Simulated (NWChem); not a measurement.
Species: C2H4O3Si; SMILES O1C[SiH2]OC1=O

```xyz
10

O     -0.4007    -2.3000     0.0000
C     -0.1448    -1.1421     0.0000
O      1.1276    -0.6794     0.0000
C      1.3277     0.7301     0.0000
Si    -0.4446     1.4194     0.0000
O     -1.0701    -0.1568     0.0000
H      1.9154     1.0064     0.8898
H      1.9154     1.0064    -0.8898
H     -0.8545     2.1536    -1.2245
H     -0.8545     2.1536     1.2245
```
Atoms are numbered in this order, from 1.

All runs: NWChem. Pople sets run with spherical d functions. The geometry was optimised at PBE0/def2-SVP. Atomic charges in e: unrestrained fits to the electrostatic potential beside Mulliken populations; buried atoms are poorly determined by the fit.

For level Hartree-Fock/6-31G*:

```yaml
Mulliken O1: -0.55
ESP C2: 1.01
Mulliken C2: 1.10
Mulliken O3: -0.64
Mulliken C4: -0.29
ESP Si5: 0.71
Mulliken Si5: 1.01
```

### Question
Estimate the same quantities for level B3LYP/def2-SVP.

### Answer
| Property | Result |
|---|---|
| Mulliken O1 | -0.17 |
| ESP C2 | 0.88 |
| Mulliken C2 | 0.31 |
| Mulliken O3 | -0.30 |
| Mulliken C4 | -0.01 |
| ESP Si5 | 0.58 |
| Mulliken Si5 | 0.62 |
